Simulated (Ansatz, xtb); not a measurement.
F2Si2: which of two structures lies lower

Structure a: a triplet given by its coordinates. Structure b: a triplet given by its coordinates. Both are isolated molecules in the gas phase, relaxed with B3LYP-D3(BJ)/6-311G**.

a (Å):

```xyz
4

F     2.1443   -0.5453    0.2489
F    -1.9761    0.4382   -1.1552
Si   -1.0261   -0.4218   -0.1359
Si    1.1942    0.3150   -0.7701
```

Close contacts (Å): F1–Si4 1.64, F2–Si3 1.64, Si3–Si4 2.42.

b (Å):

```xyz
4

F    -1.6396   -1.2292    3.6436
F     0.3156   -0.0257    2.6048
Si   -0.2165   -1.5095    2.9409
Si    0.8021   -3.5260    2.5220
```

Close contacts (Å): F1–Si3 1.61, F2–Si3 1.61, Si3–Si4 2.30.

Estimate which is lower in electronic energy at CCSD(T)/def2-TZVPP, and by roughly how much.

The CCSD(T)/def2-TZVPP calculation puts structure b lower, by 8.4 kcal/mol.

The same difference at several levels:

| level | geometry | E(b) − E(a) (kcal/mol) | departure from the last row (kcal/mol) | job, with rough time for the two |
| --- | --- | --- | --- | --- |
| B3LYP-D3(BJ)/6-311G** | B3LYP-D3(BJ)/6-311G** | −3.2 | +5.2 | optimisation, 35 s |
| HF/def2-TZVPP | B3LYP-D3(BJ)/6-311G** | −12.8 | −4.4 | part of the CCSD(T) run |
| MP2/def2-TZVPP | B3LYP-D3(BJ)/6-311G** | −10.8 | −2.4 | part of the CCSD(T) run |
| CCSD(T)/def2-TZVPP | B3LYP-D3(BJ)/6-311G** | −8.4 |  | single point, 95 s |

None of the levels shown reverses the order. The largest departure from CCSD(T)/def2-TZVPP is that of B3LYP-D3(BJ)/6-311G**, 5.2 kcal/mol. Levels run at GFN2-xTB geometries aren't shown. The triplet state of a needn't be its ground state. The triplet state of b needn't be its ground state.

With harmonic frequencies from B3LYP-D3(BJ)/6-311G** (ideal gas, rigid rotor, one conformer each, 298.15 K, 1 atm): on the last row, ΔE + ΔZPE = −8.0, ΔH = −8.2, ΔG = −7.8 kcal/mol.

Open shells are spin-unrestricted. The correlated steps freeze 12 core orbitals. Run with Ansatz 0.2.0; the last row on 1 thread of Intel(R) Xeon(R) 6975P-C (Granite Rapids) on a shared host.
